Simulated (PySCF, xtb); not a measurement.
C3H7FOSi, SMILES O=CC[SiH2]CF.

GFN2-xTB in xtb at its own geometry gives an orbital gap of 3.83 eV and a dipole moment of 2.86 D.

Geometry: PBE0-D3(BJ)/def2-SVP. This is a generated structure with no PubChem entry under its InChIKey; it may be hypothetical. The values are those of a single conformer.

Question: What does r2SCAN/def2-TZVP run with PySCF give? (An estimate is asked for; the answer gives what the named calculation found.)

Answer: gap 4.45 eV (levels -6.35 and -1.90 eV), dipole 2.70 D.
